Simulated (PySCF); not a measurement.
Gas-phase reaction: InCl3.NH3 + 2 Cl = InCl3 + NH + 2 HCl

Computed with PySCF and rigid-rotor harmonic-oscillator thermochemistry at 1 bar. † marks an energy on the PBE0/def2-TZVP geometry and frequencies; other levels use their own. MP2 freezes the core. Open shells (unrestricted): Cl (multiplicity 2), NH (multiplicity 3); the rest are closed-shell singlets. Spin-orbit splitting is ignored; it lowers the true energy and changes the entropy of Cl. In: scalar-relativistic def2 core potential, no spin-orbit coupling. Adducts (InCl3.NH3) have no counterpoise correction, and HF, PBE, BLYP, B3LYP and PBE0 lack dispersion. InCl3.NH3: computed as isolated molecules; such fragments, hydroxides, amides, oligomers or adducts are transient or little studied in the gas. MP2 isn't extrapolated to the basis-set limit.

MP2/def2-SVP† gives ΔH°(298 K) = 132 kJ.

**Question.** What do r2SCAN/def2-TZVP†, PBE0/def2-TZVP, HF/def2-TZVP† give?

**Answer.** r2SCAN/def2-TZVP†: 81 kJ; PBE0/def2-TZVP: 83 kJ; HF/def2-TZVP†: 61 kJ. For scale, ΔH°(298 K) is 132 kJ at this level, 93 kJ at ωB97M-V/def2-TZVP†, and runs from 61 to 132 kJ over the 16 levels computed.
